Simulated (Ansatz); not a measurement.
Ansatz (an electronic-structure program) input (CCSD(T)/aug-cc-pV(D+d)Z):
A basis named .json is the Basis Set Exchange file of that set.

Ansatz 0.2 input:
```yaml
crystal:
  periodic: [false, false, false]
  atoms:
    - {symbol: Si, position_ang: [-0.35253679, -0.44917242, 0.99775782]}
    - {symbol: C, position_ang: [-0.08154105, 1.18114586, 1.86417214]}
    - {symbol: N, position_ang: [1.03807130, -0.73467431, 0.01015769]}
    - {symbol: Si, position_ang: [2.47351824, 0.21257462, -0.18310178]}
    - {symbol: N, position_ang: [-1.74230965, -0.46582037, -0.03140850]}
    - {symbol: Si, position_ang: [-1.80456247, 0.11948700, -1.65782740]}
    - {symbol: H, position_ang: [-0.57152226, -1.51957673, 2.00396899]}
    - {symbol: H, position_ang: [-0.93792406, 1.41029764, 2.50160726]}
    - {symbol: H, position_ang: [0.80942260, 1.16261799, 2.49626907]}
    - {symbol: H, position_ang: [0.02524202, 1.99760856, 1.14655049]}
    - {symbol: H, position_ang: [1.02159940, -1.58852556, -0.53094903]}
    - {symbol: H, position_ang: [3.21331457, 0.37368594, 1.09287641]}
    - {symbol: H, position_ang: [3.34172808, -0.48462332, -1.15989389]}
    - {symbol: H, position_ang: [2.17076330, 1.57389086, -0.68609381]}
    - {symbol: H, position_ang: [-2.58668710, -0.87887904, 0.33656823]}
    - {symbol: H, position_ang: [-3.22084523, 0.37609507, -2.01342291]}
    - {symbol: H, position_ang: [-1.25100600, -0.84023730, -2.64708697]}
    - {symbol: H, position_ang: [-1.02503621, 1.37378479, -1.77227226]}
basis:
  gaussian:
    orbitals: aug-cc-pV_D+d_Z.json
magnetization: {spin_polarized: false}
correlation: {method: ccsd_t, electrons: outside_noble_gas}
output: {forces: true}
```

Output:

```
Functional definition: HF
integrals: 2.55 GiB planned
2740 factors; integrals over basis functions are off by at most 7.8e-4 eV
1.69 GiB of device memory are held for the factors and their scratch space
mean field: 2.33 GiB planned
mean field evaluation 1: about -27767.2807 eV, gradient 5.5e1 eV
mean field evaluation 2: about -27767.3617 eV, gradient 5.5e1 eV
mean field evaluation 4: about -27774.6546 eV, gradient 5.1e0 eV
mean field evaluation 8: about -27774.7542 eV, gradient 2.3e-1 eV
mean field evaluation 16: about -27772.5665 eV, gradient 3.0e1 eV
mean field -27774.75448513 eV, -1020.7034009236 hartree, gradient 1.3e-6 eV, S^2 0.000000; 0 other end points of the search recorded, 0 dependent functions left out
18 core orbitals not correlated
reference -27774.75448513 eV, -1020.7034009236 hartree; 19, 19 occupied and 236, 236 virtual orbitals, 2740 factors
densities: 17.28 GiB planned
second order -22.74278080 eV of doubles, -0.00000000 eV of singles
coupled cluster: 16.05 GiB planned
cycle   1  -24.25814985 eV  change    -1.5e0 eV  update   1.2e-1
cycle   2  -24.99254789 eV  change   -7.3e-1 eV  update   3.4e-2
cycle   3  -25.11985884 eV  change   -1.3e-1 eV  update   1.5e-2
cycle   4  -25.11279917 eV  change    7.1e-3 eV  update   3.7e-3
cycle   5  -25.11168662 eV  change    1.1e-3 eV  update   1.5e-3
cycle   6  -25.11189242 eV  change   -2.1e-4 eV  update   4.3e-4
cycle   7  -25.11173554 eV  change    1.6e-4 eV  update   1.8e-4
cycle   8  -25.11170966 eV  change    2.6e-5 eV  update   5.8e-5
cycle   9  -25.11172147 eV  change   -1.2e-5 eV  update   2.2e-5
cycle  10  -25.11171576 eV  change    5.7e-6 eV  update   8.3e-6
perturbative correction -0.79610144 eV, -0.0292561884 hartree
the calculation of the forces begins
1.69 GiB of device memory are held for the factors and their scratch space
Total energy: -27800.66230233 eV, -1021.6554956450 hartree
Atom 0 at    -0.352537    -0.449172     0.997758 Å, force    -0.029301    -0.005202     0.466042 eV/Å
Atom 1 at    -0.081541     1.181146     1.864172 Å, force    -0.000903    -0.247854    -0.114344 eV/Å
Atom 2 at     1.038071    -0.734674     0.010158 Å, force    -0.120616    -0.142796    -0.071852 eV/Å
Atom 3 at     2.473518     0.212575    -0.183102 Å, force     0.484027     0.316614    -0.044299 eV/Å
Atom 4 at    -1.742310    -0.465820    -0.031408 Å, force    -0.122307    -0.104982     0.179128 eV/Å
Atom 5 at    -1.804562     0.119487    -1.657827 Å, force    -0.041214     0.173049    -0.559762 eV/Å
Atom 6 at    -0.571522    -1.519577     2.003969 Å, force    -0.028475    -0.106238     0.107819 eV/Å
Atom 7 at    -0.937924     1.410298     2.501607 Å, force    -0.387106     0.105982     0.284248 eV/Å
Atom 8 at     0.809423     1.162618     2.496269 Å, force     0.415668    -0.003833     0.289734 eV/Å
Atom 9 at     0.025242     1.997609     1.146550 Å, force     0.050295     0.380044    -0.336060 eV/Å
Atom 10 at     1.021599    -1.588526    -0.530949 Å, force     0.001823    -0.356669    -0.218402 eV/Å
Atom 11 at     3.213315     0.373686     1.092876 Å, force     0.062969     0.020957     0.116635 eV/Å
Atom 12 at     3.341728    -0.484623    -1.159894 Å, force     0.076231    -0.062926    -0.087603 eV/Å
Atom 13 at     2.170763     1.573891    -0.686094 Å, force    -0.036700     0.131928    -0.042076 eV/Å
Atom 14 at    -2.586687    -0.878879     0.336568 Å, force    -0.348440    -0.169411     0.149923 eV/Å
Atom 15 at    -3.220845     0.376095    -2.013423 Å, force    -0.124006     0.025471    -0.031403 eV/Å
Atom 16 at    -1.251006    -0.840237    -2.647087 Å, force     0.055838    -0.081339    -0.086081 eV/Å
Atom 17 at    -1.025036     1.373785    -1.772272 Å, force     0.092218     0.127205    -0.001646 eV/Å
Dipole moment:    -0.140401    -0.127585     0.087872 e Å
```
